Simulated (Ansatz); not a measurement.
`CC[Si]C` + H₂S → `C[Si]S` + `CC` at 700 K and 1 bar (ligand exchange at the Si–C bond).

Computed with Ansatz on PBE0-D4/def2-TZVP structures; ΔE is electronic, products minus reactants. CCSD(T)/CBS is the MP2 limit (def2-TZVPP, def2-QZVPP) plus CCSD(T) − MP2 in def2-TZVPP, frozen cores. This one scheme is used for every species. One conformer a species, not always the lowest.

```
  species  CCSD(T)/CBS energy (Eh)  H − E (kJ/mol)  S (J/(mol·K))
`CC[Si]C`               -408.00123           339.5          451.2
      H₂S               -398.97279            64.8          236.9
 `C[Si]S`               -727.30578           174.5          383.2
     `CC`                -79.71954           238.1          289.3
```

H − E and S are ideal-gas, rigid-rotor, harmonic terms from PBE0-D4/def2-TZVP, for one conformer and one mirror image of each species. 1 Eh = 2625.50 kJ/mol, R = 8.31446 J/(mol·K).

Question: By hand: ΔE, ΔH, ΔS and ΔG.

Answer: ΔE = (-727.30578) + (-79.71954) − (-408.00123) − (-398.97279) = -0.05130 Eh = -134.7 kJ/mol. Δ(H − E) = 174.5 + 238.1 − 339.5 − 64.8 = 8.3, so ΔH = -126.4 kJ/mol. ΔS = 383.2 + 289.3 − 451.2 − 236.9 = -15.6 J/(mol·K). ΔG = -126.4 − 700 × (-15.6)/1000 = -115.5 kJ/mol.

Question: By hand: the equilibrium constant, and the temperature at which ΔG would vanish if ΔH and ΔS stayed fixed.

Answer: log₁₀ K = −ΔG/(RT ln 10) = 8.6. ΔG = 0 at ΔH/ΔS = 8103 K, far beyond where these terms or the molecules hold.

ΔH outweighs TΔS. A doubt of 5 kJ/mol in ΔE shifts log₁₀ K by 0.4 here. Other conformers and mirror images would add mixing entropy, several J/(mol·K) or more a flexible species. These are equilibria of isolated gas molecules and say nothing of rates. Largest T1 diagnostic: 0.014 (customary marks: 0.02 for closed shells, 0.045 for open ones).
